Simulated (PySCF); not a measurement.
C₄H₆ClF. Atoms are numbered in the order given.

```xyz
12

C      2.0767    -0.8393    -0.3900
C      0.6994    -0.5442     0.1325
F      0.7295    -0.1162     1.4308
C     -0.5135    -1.3424    -0.2523
C     -0.3528     0.0794    -0.7425
Cl    -1.3844     1.3572    -0.0927
H      2.0365    -1.1539    -1.4429
H      2.7119     0.0570    -0.3152
H      2.5414    -1.6476     0.1964
H     -1.2466    -1.4934     0.5439
H     -0.4219    -2.1598    -0.9736
H     -0.1108     0.2503    -1.7947
```
Charge 0, spin multiplicity 1.

Geometry optimised at B3LYP-D3(BJ)/def2-SVP. The structure was generated by enumeration; whether it is a known compound was not checked.

Computed with ωB97X/def2-TZVP (PySCF).

ESP charges are fitted to the potential on shells at 1.4 to 2.0 van der Waals radii. Atomic charges (e):

| atom | Mulliken | meta-Löwdin | ESP fit |
|---|---|---|---|
| C1 | -0.37 | -0.34 | ___ |
| C2 | 0.25 | 0.32 | 0.48 |
| F3 | -0.21 | -0.30 | ___ |
| C4 | -0.29 | -0.26 | -0.40 |
| C5 | -0.08 | -0.10 | -0.17 |
| Cl6 | -0.10 | -0.09 | -0.11 |
| H7 | 0.11 | 0.12 | 0.20 |
| H8 | 0.14 | 0.12 | 0.21 |
| H9 | 0.13 | 0.12 | 0.20 |
| H10 | 0.15 | 0.14 | ___ |
| H11 | 0.13 | 0.13 | ___ |
| H12 | 0.14 | 0.13 | ___ |

### Question
Some entries are withheld; supply them. (An estimate is asked for; the answer gives what the named calculation found.)

### Answer

- C1, ESP fit: -0.72
- F3, ESP fit: -0.23
- H10, ESP fit: 0.19
- H11, ESP fit: 0.17
- H12, ESP fit: 0.17

### Question
Give the Mayer and Wiberg (Löwdin basis) orders of the bonds. (An estimate is asked for; the answer gives what the named calculation found.)

### Answer

| bond | Mayer | Wiberg |
|---|---|---|
| C1–C2 | 0.96 | 1.24 |
| C2–F3 | 1.07 | 1.63 |
| C2–C4 | 0.94 | 1.20 |
| C2–C5 | 0.92 | 1.17 |
| C4–C5 | 0.96 | 1.25 |
| C5–Cl6 | 1.11 | 1.63 |
| C1–H7 | 0.97 | 0.89 |
| C1–H8 | 0.97 | 0.89 |
| C1–H9 | 0.97 | 0.89 |
| C4–H10 | 0.96 | 0.85 |
| C4–H11 | 0.95 | 0.87 |
| C5–H12 | 0.95 | 0.85 |
